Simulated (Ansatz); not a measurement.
Molecule: C₃H₅O (charge 0, doublet). It need not be the lowest isomer of its formula. 
Geometry from a B3LYP-D3(BJ)/def2-TZVP (Ansatz, an electronic-structure program) optimisation:
```xyz
9

C     -1.5516     0.0657    -0.0281
C     -0.1465    -0.3948    -0.1134
C      1.0769     0.1887    -0.6161
O      0.8121    -0.0654     0.8090
H     -2.0528    -0.3929     0.8258
H     -2.0960    -0.2025    -0.9336
H     -1.5993     1.1566     0.0965
H      1.1358     1.2465    -0.8606
H      1.8425    -0.4419    -1.0541
```
Charge 0, spin multiplicity 2.

Basis-set convergence of Hartree-Fock and CCSD correlation energies (hartree) with Ansatz. Correlated levels leave the core frozen unless marked. Open shells are spin-unrestricted. Spin-orbit coupling is left out. Non-relativistic.

```json
[
 {"basis": "cc-pVDZ", "functions": "81", "E(HF)": "-191.28682", "E(corr, CCSD)": "-0.61436"},
 {"basis": "cc-pVTZ", "functions": "190", "E(HF)": "[?]", "E(corr, CCSD)": "[?]"}
]
```

**Question.** What belongs in the gaps?

**Answer.** 
- cc-pVTZ, E(HF): -191.34451
- cc-pVTZ, E(corr, CCSD): -0.74243
